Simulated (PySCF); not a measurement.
Isomers of C9H14, mass 122.110 u with the commonest isotopes. Method used: PBE0/pcSseg-1 in PySCF (dipole) on a GFN2-xTB geometry, gas phase. One conformer each, none proved a minimum here; rigid rotors.

Task: Order these by rotational constant B, largest first.
A. `[CH2:1]=[CH:2][C@@H:3]1[C@H:4]2[CH2:5][CH2:6][CH2:7][CH2:8][C@@H:9]12` with C1–C2–C3–C4 36°, C2–C3–C4–C5 139°, C3–C4–C5–C6 55°, C4–C5–C6–C7 49°, C5–C6–C7–C8 -68°
B. `[CH2:1]=[CH:2][C:3]([CH:4]=[CH2:5])=[C:6]([CH3:7])[CH2:8][CH3:9]` with C1–C2–C3–C4 24°, C2–C3–C4–C5 42°, C3–C6–C8–C9 -95°
C. `[CH3:1][CH2:2][C:3]1=[CH:4][CH:5]=[CH:6][C:7]1([CH3:8])[CH3:9]` with C1–C2–C3–C4 0°

Result: C (1400 MHz), B (1161 MHz), A (1096 MHz).

Task: Order these by rotational constant A, smallest first.
A. `[CH3:1][CH2:2][C:3]1=[CH:4][CH:5]=[CH:6][C:7]1([CH3:8])[CH3:9]` with C1–C2–C3–C4 0°
B. `[CH2:1]=[CH:2][C@@H:3]1[CH2:4][CH:5]=[CH:6][CH2:7][CH2:8][CH2:9]1` with C1–C2–C3–C4 -122°, C2–C3–C4–C5 156°, C3–C4–C5–C6 33°, C5–C6–C7–C8 30°, C6–C7–C8–C9 -81°
C. `[CH2:1]=[CH:2][C@@H:3]1[C@H:4]2[CH2:5][CH2:6][CH2:7][CH2:8][C@@H:9]12` with C1–C2–C3–C4 36°, C2–C3–C4–C5 139°, C3–C4–C5–C6 55°, C4–C5–C6–C7 49°, C5–C6–C7–C8 -68°
D. `[CH2:1]=[CH:2][C:3]([CH:4]=[CH2:5])=[C:6]([CH3:7])[CH2:8][CH3:9]` with C1–C2–C3–C4 24°, C2–C3–C4–C5 42°, C3–C6–C8–C9 -95°

Result: D (2259 MHz), A (2339 MHz), B (2831 MHz), C (3534 MHz).

Task: Order these by out-of-plane moment Σ m c² = (Ia + Ib − Ic)/2, largest first.
A. `[CH2:1]=[CH:2][C@@H:3]1[CH2:4][CH:5]=[CH:6][CH2:7][CH2:8][CH2:9]1` with C1–C2–C3–C4 -122°, C2–C3–C4–C5 156°, C3–C4–C5–C6 33°, C5–C6–C7–C8 30°, C6–C7–C8–C9 -81°
B. `[CH2:1]=[CH:2][C:3]([CH:4]=[CH2:5])=[C:6]([CH3:7])[CH2:8][CH3:9]` with C1–C2–C3–C4 24°, C2–C3–C4–C5 42°, C3–C6–C8–C9 -95°
C. `[CH2:1]=[CH:2][C@@H:3]1[C@H:4]2[CH2:5][CH2:6][CH2:7][CH2:8][C@@H:9]12` with C1–C2–C3–C4 36°, C2–C3–C4–C5 139°, C3–C4–C5–C6 55°, C4–C5–C6–C7 49°, C5–C6–C7–C8 -68°
D. `[CH3:1][CH2:2][C:3]1=[CH:4][CH:5]=[CH:6][C:7]1([CH3:8])[CH3:9]` with C1–C2–C3–C4 0°

Result: D (56.75 u·Å²), A (43.74 u·Å²), C (38.36 u·Å²), B (36.56 u·Å²).

| SMILES | point group | Ia (u·Å²) | Ib (u·Å²) | Ic (u·Å²) | κ | μa (D) | μb (D) | μc (D) |
| --- | --- | --- | --- | --- | --- | --- | --- | --- |
| C=CC(C=C)=C(C)CC | C1 | 223.69 | 435.13 | 585.68 | -0.57 | 0.66 | 0.27 | 0.01 |
| C=C[C@@H]1CC=CCCC1 | C1 | 178.51 | 436.44 | 527.48 | -0.79 | 0.23 | 0.30 | 0.12 |
| C=C[C@@H]1[C@H]2CCCC[C@@H]12 | C1 | 142.99 | 461.12 | 527.39 | -0.89 | 0.81 | 0.02 | 0.05 |
| CCC1=CC=CC1(C)C | Cs | 216.05 | 361.04 | 463.60 | -0.50 | 0.17 | 0.68 | 0.00 |
